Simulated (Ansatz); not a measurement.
System: HgBr, charge 0, multiplicity 2. SMILES of the parent species: [Br][Hg]

Atoms: Hg1, Br2. Bonds: Hg1-Br2.

Bond lengths (Å) and angles (degrees) optimised at HF/LANL2DZ with Ansatz (an electronic-structure program); PBE/LANL2DZ with Ansatz; B3LYP/LANL2DZ with Ansatz; MP2/LANL2DZ with Ansatz, each started from the B3LYP-D3(BJ)/def2-TZVP structure (Ansatz) of the last column. A row stands for all coordinates that are equal there.

| coordinate | HF/LANL2DZ | PBE/LANL2DZ | B3LYP/LANL2DZ | MP2/LANL2DZ | B3LYP-D3(BJ)/def2-TZVP |
|---|---|---|---|---|---|
| Hg1-Br2 | 2.643 | 2.776 | 2.780 | 2.629 | 2.616 |

Mean signed difference of all 1 bond lengths from B3LYP-D3(BJ)/def2-TZVP: HF/LANL2DZ 0.027 Å, PBE/LANL2DZ 0.160 Å, B3LYP/LANL2DZ 0.164 Å, MP2/LANL2DZ 0.013 Å.
